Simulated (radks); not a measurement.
Results of a calculation; reference values are marked as such.
Question: All-electron atom: neutral neodymium in [Xe] 4f4 6s2 (the NIST ground configuration). Level of theory: scalar-relativistic Kohn-Sham, r2SCAN, spin-unpolarised, spherical densities, finite nucleus; meta-GGA in the generalised Kohn-Sham scheme; Fermi nuclear charge, rms radius 4.9123 fm; hard spherical wall at 7 bohr (a radial shooting solver on a logarithmic mesh with Libxc functionals). Some entries of the table are withheld. Estimate them.

| orbital | occ. | eigenvalue (hartree) | <r> (bohr) |
|---|---|---|---|
| 1s | 2 | -1597.353 | 0.02363 |
| 2s | 2 | -259.0575 | (1) |
| 2p | 6 | -231.4564 | 0.08881 |
| 3s | 2 | -56.44209 | 0.2658 |
| 3p | 6 | -47.68879 | 0.2642 |
| 3d | 10 | -35.55238 | 0.2417 |
| 4s | 2 | -11.30701 | 0.6076 |
| 4p | 6 | -8.42451 | (2) |
| 4d | 10 | -4.31268 | 0.7074 |
| 5s | 2 | -1.47743 | 1.480 |
| 5p | 6 | -0.78669 | 1.733 |
| 6s | 2 | (3) | 3.821 |
| 5d | 0 | -0.01291 | 2.920 |
| 4f | 4 | 0.00454 | 1.127 |
| 6p | 0 | 0.06212 | 4.131 |
| 7s | 0 | 0.47271 | 4.096 |

Answer: 
(1) 2s <r> (bohr): 0.1009
(2) 4p <r> (bohr): 0.6432
(3) 6s eigenvalue (hartree): -0.07204
